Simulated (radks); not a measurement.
Values are calculated unless marked as measured or tabulated.
Coulomb parameter of the 4d shell of the technetium ion Tc2+ in the model configuration [Kr] 4d4 5s1, as a second difference U = [E(n + 0.5) + E(n - 0.5) - 2 E(n)] / (0.5)^2 with all orbitals relaxed. "Bare": the charge of the atom changes with n. "Screened": the 5s shell takes up the change at fixed total charge, which measures U(4d,4d) + U(5s,5s) - 2 U(4d,5s). Level of theory: scalar-relativistic Kohn-Sham, PBE, spin-unpolarised, spherical densities, point nucleus (a radial shooting solver on a logarithmic mesh with Libxc functionals).

case,configuration,E - E(n) (eV)
start,[Kr] 4d4 5s1,0.000
bare +0.5,[Kr] 4d4.5 5s1,-11.321
bare -0.5,[Kr] 4d3.5 5s1,14.413
screened +0.5,[Kr] 4d4.5 5s0.5,-2.652
screened -0.5,[Kr] 4d3.5 5s1.5,3.078

U(bare) = 12.369 eV, U(screened by 5s) = 1.706 eV, against the Slater integral F0(4d,4d) = 15.839 eV with frozen orbitals.
